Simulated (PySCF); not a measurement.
**MTe for M along group 14**

MP2 with double-zeta basis sets in PySCF, for the lowest determinant that a PBE0 search found; no spin–orbit coupling. De refers to high-spin ground-configuration atoms.

```
 M       basis  reference, frozen orbitals  state (unpaired electrons)  Re (Å)  ωe (cm⁻¹)  De (eV)
 C  x2c-SVPall                     RHF, 19      singlet (closed shell)   1.898        902     4.63
Si  x2c-SVPall                     RHF, 23      singlet (closed shell)   2.290        492     4.40
Ge    def2-SVP                     RHF, 13      singlet (closed shell)   2.363        331     4.11
Sn    def2-SVP                      RHF, 8      singlet (closed shell)   2.556        264     3.72
```

(1) By what factor does the well depth vary along the series?

The rows differ in basis set, which adds steps of its own.

Down a group the atoms grow and get heavier, so bonds lengthen and wavenumbers fall; this series shows no clear exception.

Correlated steps freeze the inner cores (8 to 23 orbitals); shallow outer-core shells are correlated. Correlated levels converge slowly with the basis: in double zeta they bind strong bonds too weakly, by up to about 1 eV, and carry superposition errors of some tenths. Spin–orbit coupling is left out, which matters for elements this heavy, above all for dissociation energies. Where the molecule has an RHF reference, its open-shell atoms are computed with UHF.

Results:

(1) At MP2 it runs from 3.72 eV (SnTe) to 4.63 eV (TeC), a factor of 1.24.
